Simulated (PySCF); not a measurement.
# Stretching one bond of AlH3N cation

These are calculations, not measurements. The program is PySCF 2.14.0, an open-source quantum chemistry code, run on an isolated molecule that a program drew, which may never have been made. The molecule is AlH3N cation (charge +1, singlet), drawn as the SMILES string `[NH2][AlH+]`.

The structure below is the HF double-zeta minimum with every atom moved a little at random, so it isn't optimised. Bond N1-Al2 is then set to each length in the table by shifting atoms 2, 5 along it, with nothing else relaxed.
```xyz
5
AlH3N cation, angstrom
N    -0.0610    2.8796    0.9595
Al    0.7647    2.5172   -0.5091
H    -0.8165    3.5492    1.0604
H     0.2713    2.5431    1.8763
H     1.2741    2.1162   -1.8759
```

E is the energy above the same method's energy at the HF double-zeta minimum. IE is the energy to remove one electron at fixed geometry, to the doublet state of charge +2, as a difference of total energies. The basis family is cc-pV(n+d)Z, with UHF for radicals and no spin-orbit coupling. Best is HF at quadruple zeta, plus MP2 correlation extrapolated from triple and quadruple zeta, plus CCSD(T) minus MP2 at triple zeta, with a frozen core. The other columns are at triple zeta.

| bond (Å) | E MP2 (kcal/mol) | E B3LYP (kcal/mol) | E CCSD(T) (kcal/mol) | E best (kcal/mol) | IE MP2 (eV) | IE B3LYP (eV) | IE CCSD(T) (eV) | IE best (eV) | T1 |
|---|---|---|---|---|---|---|---|---|---|
| 1.6103 | 6.00 | 5.50 | 6.01 | 5.91 | 17.175 | 17.178 | 17.057 | 17.214 | 0.011 |
| 1.7233 | 0.78 | 0.77 | 0.80 | 0.83 | 16.593 | 16.594 | 16.469 | 16.631 | 0.013 |
| 1.7593 | 1.32 | 1.40 | 1.33 | 1.41 | 16.419 | 16.419 | 16.293 | 16.456 | 0.013 |
| 1.9443 | ? | ? | ? | ? | ? | ? | ? | ? | ? |
| 1.9833 | 18.29 | 18.21 | 18.01 | 18.27 | 15.435 | 15.434 | 15.305 | 15.480 | 0.019 |

T1 is the CCSD diagnostic of the starting molecule.

**Estimate the best E and IE at 1.9443 Å from the other rows.**

A cubic in the inverse of the bond length through the other values of E best gives 14.23 kcal/mol there. A least-squares quadratic in the bond length through IE best gives 15.636 eV. The calculation gives 14.23 kcal/mol and 15.637 eV, so the fits miss by 0.00 kcal/mol and 0.001 eV. The same recipe one zeta lower moves these two values by 0.88 kcal/mol and 0.03 eV, a gauge of their own error. The rest of the row: E is 14.18 (MP2), 14.21 (B3LYP), 13.99 (CCSD(T)); IE is 15.594 (MP2), 15.593 (B3LYP), 15.464 (CCSD(T)); T1 is 0.018.
